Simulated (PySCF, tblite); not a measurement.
Species: C3H14O2Si3.
Numbering: `[CH3:1][O:2][CH2:3][O:4][SiH2:5][CH:6]([SiH3:7])[SiH3:8]` (hydrogens: H9, H10, H11 on C1; H12, H13 on C3; H14, H15 on Si5; H16 on C6; H17, H18, H19 on Si7; H20, H21, H22 on Si8)

Cartesian coordinates in Å at the GFN2-xTB level; atoms count from 1:
```xyz
22
C3H14O2Si3 angstrom
C      3.4316   -0.1683    0.6647
O      3.0032    0.2611   -0.6126
C      2.0682    1.2826   -0.5683
O      0.8393    0.8852   -0.0827
Si     0.0351   -0.4318   -0.6194
C     -1.5707   -0.3423    0.3706
Si    -2.6627   -1.8314   -0.0521
Si    -2.4663    1.3245    0.1733
H      3.9787    0.6320    1.1762
H      2.5845   -0.4758    1.2834
H      4.0906   -1.0163    0.4956
H      2.4158    2.1114    0.0712
H      1.9683    1.6330   -1.6032
H      0.7839   -1.6641   -0.3474
H     -0.1675   -0.3350   -2.0688
H     -1.3082   -0.4309    1.4284
H     -1.9334   -3.0812    0.1825
H     -3.0655   -1.7850   -1.4572
H     -3.8587   -1.8324    0.7965
H     -2.8847    1.5041   -1.2210
H     -1.6284    2.4549    0.5781
H     -3.6633    1.3250    1.0259
```

Method: PBE0/pcSseg-1 in PySCF (dipole) on a GFN2-xTB geometry, gas phase.

Masses are those of the commonest isotopes; rigid-rotor values at the optimised geometry. The values belong to one conformer with, in the numbering `[CH3:1][O:2][CH2:3][O:4][SiH2:5][CH:6]([SiH3:7])[SiH3:8]`, C1–O2–C3–O4 -69°, O2–C3–O4–Si5 -50°, C3–O4–Si5–C6 -177°, O4–Si5–C6–Si7 -178°.

Task: What are A, B and C (MHz)?

Result: Ia = 245.64, Ib = 906.16, Ic = 1065.70 u·Å²; 505379 MHz·u·Å²/I gives A = 2057, B = 557.7, C = 474.2 MHz.

Task: What kind of rotor is it?

Result: An asymmetric top: κ = (2 × 557.7 − 2057 − 474.2)/(2057 − 474.2) = -0.89.

Task: Is it planar, by Δ = Ic − Ia − Ib?

Result: Not planar: Δ = Ic − Ia − Ib = -86.10 u·Å². For a rigid frame Δ = −2 Σ m c², so Σ m c² = 43.05 u·Å² lies off the ab plane: 19.04 from hydrogen and 24.01 from heavier atoms. The atom farthest from that plane is 1.94 Å away.

Task: Give the other two planar moments, Paa and Pbb, and the rms extents of the mass along the axes.

Result: Paa = Σ m a² = (Ib + Ic − Ia)/2 = 863.10 and Pbb = Σ m b² = (Ia + Ic − Ib)/2 = 202.59 u·Å². With the mass M = 166.03 u, the rms extents √(P/M) along a, b and c are 2.28, 1.10, 0.51 Å.

Task: Predict some low-J microwave lines.

Result: The dipole components are |μa| = 1.01 D, |μb| = 0.00 D, |μc| = 1.16 D. The squared components, which scale the intensities, stand as 0.75 : 0.00 : 1.00 (a : b : c). Some lines, for components of 0.1 D or more:

| type | branch | J(Ka,Kc) | MHz | lower level (cm⁻¹) |
| --- | --- | --- | --- | --- |
| a | R | 1(0,1) ← 0(0,0) | 1032 | 0.000 |
| c | Q | 3(1,3) ← 3(0,3) | 1306 | 0.206 |
| c | Q | 2(1,2) ← 2(0,2) | 1420 | 0.103 |
| c | Q | 1(1,1) ← 1(0,1) | 1500 | 0.034 |
| a | R | 2(1,2) ← 1(1,1) | 1980 | 0.084 |
| a | R | 2(0,2) ← 1(0,1) | 2060 | 0.034 |
| c | R | 1(1,0) ← 0(0,0) | 2615 | 0.000 |
| a | R | 3(0,3) ← 2(0,2) | 3082 | 0.103 |
| a | R | 3(2,1) ← 2(2,0) | 3109 | 0.309 |
| a | R | 3(1,2) ← 2(1,1) | 3219 | 0.159 |
| c | R | 2(1,1) ← 1(0,1) | 3731 | 0.034 |
| c | Q | 3(2,2) ← 3(1,2) | 4376 | 0.266 |
| c | R | 3(1,2) ← 2(0,2) | 4889 | 0.103 |
| c | R | 2(2,0) ← 1(1,0) | 6650 | 0.087 |
| c | R | 2(2,1) ← 1(1,1) | 6730 | 0.084 |
| c | Q | 3(3,1) ← 3(2,1) | 7692 | 0.413 |
| c | R | 3(2,2) ← 2(1,2) | 7845 | 0.151 |
| c | R | 3(3,1) ← 2(2,1) | 10805 | 0.309 |

Task: Estimate the classical rotational partition function at 100 K, 200 K and 500 K.

Result: Point group C1, symmetry number σ = 1; q = (√π/σ)·√((kT/h)³/(ABC)), k/h = 20836.6 MHz/K: 229000 at 100 K, 646000 at 200 K, 2560000 at 500 K.

Its GFN2-xTB frequencies are all real (lowest 20 cm⁻¹). These are rigid-rotor constants of the computed structure; measured ground-state constants (B0) also hold zero-point vibration. A rigid rotor knows nothing of internal rotation, which can split or shift real lines.
